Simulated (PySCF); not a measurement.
Theory: PBE0-D3(BJ)/def2-SVP geometry optimisation, gas phase in PySCF 2.14.0. Rigid rotors, one computed conformer each. The geometries of the anions come from a basis without diffuse functions. Dipoles of ions are taken about the centre of mass.

Species:
1. `[CH3:1][C:2]([CH3:3])([CH3:4])[C@@H:5]1[CH2:6][C@@H:7]1[CH:8]1[CH2:9][CH2:10]1` with C6–C7–C8–C9 10°
2. `[PH2:1][GeH:2]1[CH2:3][CH:4]=[CH:5][CH2:6]1` with H–P1–Ge2–C3 -67° and -161°
3. `[O:1]=[C:2]([O-:3])[OH:4]` (charge -1) with O1–C2–O4–H 0° (bicarbonate)
4. `[CH2:1]=[CH:2][C@@H:3]1[CH2:4][CH2:5][CH2:6][Ge@H:7]1[CH3:8]` with C1–C2–C3–C4 -132°, C2–C3–C4–C5 -163°, C3–C4–C5–C6 53°, C4–C5–C6–Ge7 -37°, C5–C6–Ge7–C8 -104°
5. `[BH2:1][CH2:2][BH:3][CH2:4][CH2:5][CH3:6]` with H–B1–C2–B3 -93° and 84°, B1–C2–B3–C4 93°, C2–B3–C4–C5 6°, B3–C4–C5–C6 -177°

Rotational constants (MHz) and dipole components (D):

| set | A | B | C | μa | μb | μc |
| --- | --- | --- | --- | --- | --- | --- |
| P | 2368 | 841.5 | 789.9 | 0.04 | 0.03 | 0.08 |
| Q | 3613 | 1330 | 1244 | 1.01 | 0.62 | 0.08 |
| R | 7095 | 1609 | 1473 | 0.63 | 0.14 | 0.63 |
| S | 1837 | 1269 | 864.8 | 0.90 | 0.14 | 0.44 |
| T | 12465 | 11608 | 6011 | 2.42 | 0.57 | 0.00 |

Task: Which set belongs to which species?

Result: P = 1, Q = 2, R = 5, S = 4, T = 3.

- 1 (set P): mass 138.1 u, 10 heavy atoms, longest extent 7.7 Å, C1, near-prolate asymmetric top, Ia, Ib, Ic = 213.5, 600.6, 639.8 u·Å².
- 2 (set Q): mass 162.0 u, 6 heavy atoms, longest extent 6.1 Å, near-prolate asymmetric top, Ia, Ib, Ic = 139.9, 380.0, 406.3 u·Å².
- 3 (set T): mass 61.0 u, 4 heavy atoms, longest extent 3.0 Å, Cs, asymmetric top, Ia, Ib, Ic = 40.5, 43.5, 84.1 u·Å².
- 4 (set S): mass 172.0 u, 8 heavy atoms, longest extent 7.2 Å, C1, asymmetric top, Ia, Ib, Ic = 275.0, 398.1, 584.4 u·Å².
- 5 (set R): mass 82.1 u, 6 heavy atoms, longest extent 6.9 Å, C1, near-prolate asymmetric top, Ia, Ib, Ic = 71.2, 314.0, 343.2 u·Å².

Point groups hold within 0.08 Å; constants that symmetry makes equal can differ a little in the computed geometry, and forbidden dipole components can keep a residue. No structure here is proved a minimum.
